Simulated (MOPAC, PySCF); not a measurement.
C₉H₁₀SSi, SMILES `Cc1cc2cc([SiH3])ccc2s1`, neutral singlet in the gas phase. 

Z-matrix (Å, degrees):
```
C
C 1 1.4076
H 2 1.0936 1 118.86
C 2 1.3988 3 120.40 1 179.98
C 4 1.4178 2 118.87 3 -179.95
C 5 1.3909 4 121.78 2 -0.02
H 6 1.0921 5 120.71 4 179.98
H 5 1.0939 6 118.51 7 0.01
C 6 1.4001 7 120.83 5 179.98
C 1 1.4412 2 129.53 3 -0.02
C 10 1.3645 1 113.76 2 179.99
H 10 1.0914 11 122.80 1 -179.99
C 11 1.4956 10 128.41 12 -0.01
H 13 1.0995 11 110.09 10 0.01
H 13 1.1027 14 108.11 11 122.11
H 13 1.1027 14 108.11 15 115.78
S 9 1.7500 6 127.47 7 0.02
Si 4 1.8790 2 120.69 3 0.20
H 18 1.4918 4 109.16 2 -1.97
H 18 1.4938 19 109.07 3 123.01
H 18 1.4940 19 108.93 20 116.98
```
Charge 0, spin multiplicity 1.

All levels are single points at this geometry (B3LYP-D3(BJ)/def2-SVP); Pople sets use spherical d functions. Orbital energies aren't observables, and empty levels follow the basis.

M06-2X/def2-TZVP in PySCF gives HOMO (eV) = -7.37.

Question: Estimate the HOMO (eV) from each of these levels: PBE-D3(BJ)/def2-TZVP in PySCF; B3LYP/6-311+G** in PySCF; SVWN5/6-31G* in PySCF; HF/3-21G in PySCF; PM7 in MOPAC.

Answer: 
```
level                          HOMO (eV)
-----------------------------  ---------
PBE-D3(BJ)/def2-TZVP in PySCF      -5.46
B3LYP/6-311+G** in PySCF           -6.18
SVWN5/6-31G* in PySCF              -5.35
HF/3-21G in PySCF                  -8.20
PM7 in MOPAC                       -8.51
```
